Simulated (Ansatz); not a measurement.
Reaction (ligand exchange at the Al–C bond): `CO[CH2][AlH][SiH3]` + HCl → `[SiH3][AlH][Cl]` + `COC`

Gas-phase electronic energies from Ansatz, PBE0-D4/def2-TZVP geometries. CCSD(T)/CBS is the MP2 limit (def2-TZVPP, def2-QZVPP) plus CCSD(T) − MP2 in def2-TZVPP, frozen cores. This one scheme is used for every species. One conformer a species, not always the lowest.

| species | CCSD/CBS(def2) energy (Eh) |
| --- | --- |
| `CO[CH2][AlH][SiH3]` | -687.70357 |
| HCl | -460.37334 |
| `[SiH3][AlH][Cl]` | -993.31143 |
| `COC` | -154.84067 |

(1) Work out ΔE.

Largest T1 diagnostic among the species: 0.012.

Answers

(1) ΔE = (-993.31143) + (-154.84067) − (-687.70357) − (-460.37334) = -0.07519 Eh = -197.4 kJ/mol. CCSD(T)/CBS gives -193.5 kJ/mol.

From PBE to PBE0 (25 % exact exchange), in def2-TZVPP and without D4, ΔE moves by −7.8 kJ/mol. The D4 term adds +8.0 kJ/mol with B3LYP and +4.8 kJ/mol with PBE0; it sums over pairs of atoms, weighted by their polarisabilities, and B3LYP, whose exchange is more repulsive, gets the larger term.

B3LYP here is the variant with VWN-RPA as its local correlation; programs differ in this.
